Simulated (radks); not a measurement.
Question: Valence configurations of Bi IV. Method: scalar-relativistic Kohn-Sham, PBE, spin-polarised, spherical densities, finite nucleus; open shells are filled with parallel spins first (spin-orbit coupling, left out, can overturn this in heavy ions); Fermi nuclear charge, rms radius 5.5211 fm; computed with a radial shooting solver on a logarithmic mesh with Libxc functionals. Order these by energy: [Xe] 4f14 5d10 6s1.5 6p0.5; [Xe] 4f13 5d10 6s2 6p1; [Xe] 4f13.5 5d10 6p2.5; [Hg]; [Xe] 4f13.5 5d9 6s2 6p1.5; [Xe] 4f14 5d10 6p2; [Xe] 4f14 5d10 6s1 6p1; [Xe] 4f13 5d10 6p3; [Xe] 4f12.5 5d10 6p3.5; [Xe] 4f14 5d9 6s2 6p1.

Answer: From the lowest, in eV above it: [Hg] 0.000; [Xe] 4f14 5d10 6s1.5 6p0.5 5.979; [Xe] 4f14 5d10 6s1 6p1 11.568; [Xe] 4f14 5d10 6p2 24.218; [Xe] 4f14 5d9 6s2 6p1 28.235; [Xe] 4f13.5 5d10 6p2.5 103.42; [Xe] 4f13.5 5d9 6s2 6p1.5 109.14; [Xe] 4f13 5d10 6s2 6p1 161.86; [Xe] 4f13 5d10 6p3 187.05; [Xe] 4f12.5 5d10 6p3.5 276.49. NIST lists [Hg] as the ground configuration; this level of theory agrees among the configurations tried. The energies are those of spherical high-spin densities, not of single terms.
